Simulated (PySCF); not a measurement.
## In⁺: ionisation energy

In⁺ [Kr] 4d10 5s2 (1S) → In²⁺ [Kr] 4d10 5s1 (2S), as a difference of total energies. Computed with PySCF 2.14 in x2c-TZVPPall, with scalar relativity by spin-free X2C-1e. Correlated levels: valence and next inner shell: [Ar] 3d10 frozen. The calculations carry no spin-orbit coupling.

```
                                method  ionisation energy (eV)
                                   UHF                  17.035
    MP2 (valence and next inner shell)                  18.759
SCS-MP2 (valence and next inner shell)                  18.705
   CCSD (valence and next inner shell)                  18.627
CCSD(T) (valence and next inner shell)                  18.719
```

Errors of the correlated levels include the incompleteness of this basis and the frozen core.

Q: Which method comes closest to the reference value, and which is furthest?

A: The reference is 18.870 eV (measured; NIST Atomic Spectra Database, ionization energies). Closest: MP2 (valence and next inner shell) (error -0.111 eV); furthest: UHF (error -1.835 eV).
